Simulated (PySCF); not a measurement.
C4H10Si2, SMILES C#C[SiH2][SiH2]CC. Atoms are numbered in the order given.

```xyz
16

C      2.3961     0.7131    -1.5746
C      1.8255     0.7364    -0.4986
Si     0.8830     0.6938     1.0823
Si    -0.7092    -1.0292     0.8739
C     -1.4642    -0.9540    -0.8639
C     -2.0872     0.4025    -1.2165
H      2.9086     0.7011    -2.5192
H      1.8299     0.4679     2.2127
H      0.2288     2.0211     1.2779
H     -0.0393    -2.3460     1.0992
H     -1.7632    -0.8567     1.9219
H     -0.6590    -1.2013    -1.5771
H     -2.2120    -1.7619    -0.9486
H     -2.5361     0.3921    -2.2229
H     -1.3322     1.2057    -1.2053
H     -2.8804     0.6850    -0.5048
```

The structure is a stationary point at B3LYP-D3(BJ)/def2-SVP. The structure was generated by enumeration, and PubChem lists no compound with its InChIKey, so it may never have been made. Other conformers were not sampled.

Level of theory: KT2/pcSseg-1 (PySCF).

GIAO shieldings, no solvent; atoms listed in one row are averaged. δ = σ(ref) − σ: ¹³C against TMS (σ = 185.1 ppm); ²⁹Si against TMS (σ = 361.9 ppm); ¹H against TMS (σ = 31.47 ppm), references at their B3LYP-D3(BJ)/def2-TZVP geometries, non-relativistic.

Computed chemical shifts:
| nucleus | atoms | count | δ (ppm) |
|---|---|---|---|
| ¹³C | C1 | 1 | 99.5 |
| ¹³C | C2 | 1 | 73.6 |
| ¹³C | C6 | 1 | 15.5 |
| ¹³C | C5 | 1 | 6.3 |
| ²⁹Si | Si4 | 1 | -65.7 |
| ²⁹Si | Si3 | 1 | -97.7 |
| ¹H | H9 | 1 | 4.76 |
| ¹H | H8 | 1 | 4.58 |
| ¹H | H10 | 1 | 4.33 |
| ¹H | H11 | 1 | 4.05 |
| ¹H | H7 | 1 | 2.88 |
| ¹H | H14, H15, H16 | 3 | 1.49 |
| ¹H | H12, H13 | 2 | 1.42 |
